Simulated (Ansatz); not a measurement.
# Scan of the O1–Ge2 bond length

GeHClO (SMILES [OH][Ge][Cl]), singlet, at its PBE0-D4/def2-TZVP minimum:

```
4
angstrom
O -0.8609 0.5768 -0.4738
Ge -0.6039 -0.6223 0.8047
Cl 1.5854 -0.8602 0.5943
H -0.0650 0.8456 -0.9455
```

The bond length O1–Ge2 (1.772 Å at the minimum) is set to the values below, with the rest relaxed at PBE0-D4/def2-TZVP at each step. Each method's energies count from its own value at the PBE0-D4 minimum structure. Program: Ansatz 0.2.0. Basis: def2-TZVPP. Cores are frozen in the correlated methods. Filled d shells of the heavier atoms are correlated. The def2 sets are not built for correlating such inner shells, so the correlated values are less sure here. B3LYP uses VWN-RPA correlation.

```tsv
bond length (Å)	CCSD(T) (kcal/mol)	HF (kcal/mol)	wB97M-V (kcal/mol)	MP2 (kcal/mol)
1.594	12.53	9.55	12.44	12.36
1.630	7.45	5.04	7.38	7.33
1.682	2.73	1.17	2.68	2.66
1.743	0.26	-0.24	0.24	0.24
1.810	0.37	1.05	0.40	0.39
1.883	2.86	4.82	2.94	2.92
1.960	7.28	10.54	7.42	7.38
2.041	13.18	17.72	13.39	13.34
2.126	20.15	25.94	20.45	20.40
```

Minimum and curvature along this coordinate at CCSD(T): A fifth-order fit through the nearest points gives 1.773 Å, with a curvature of about 24 eV/Å².

Largest difference from the CCSD(T) curve over the scan: PBE-D4 5.19; r2SCAN-D4 1.28; PBE0-D4 0.32; B3LYP-D4 2.61 kcal/mol. Each curve counts from its own value at the minimum.

The T1 diagnostic stays at or below 0.019.

For scale, one of the runs: CCSD(T)/def2-TZVPP, 135 basis functions (an equivalent command: `ansatz run in.yaml --threads 2`). The run took 20 s on 2 CPU threads (shared host), with 0.74 GiB of host memory at its peak.
